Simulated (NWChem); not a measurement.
System: TaOCl$_{2}$F; SMILES [Ta]([F])(=[O])([Cl])[Cl]

Program: NWChem. The geometry was optimised at PBE-D3(BJ)/def2-SVP. def2 effective core potentials on Ta; no spin-orbit coupling. Level PBE/def2-SVP: energy and gradient on several grids; changes count from the extra-fine grid, which is no exact limit either.

Which is the coarsest grid (coarse; medium; xcoarse; fine; xfine) from which on the energy stays within 50 μHa and each gradient component within 100 μHa/bohr of xfine?

medium.
| grid | size of the energy change (μHa) | largest change of a gradient component (μHa/bohr) |
|---|---|---|
| xcoarse | 2000 | 10000 |
| coarse | 80 | 400 |
| medium | < 10 | < 30 |
| fine | < 10 | < 30 |
| xfine | < 10 | < 30 |
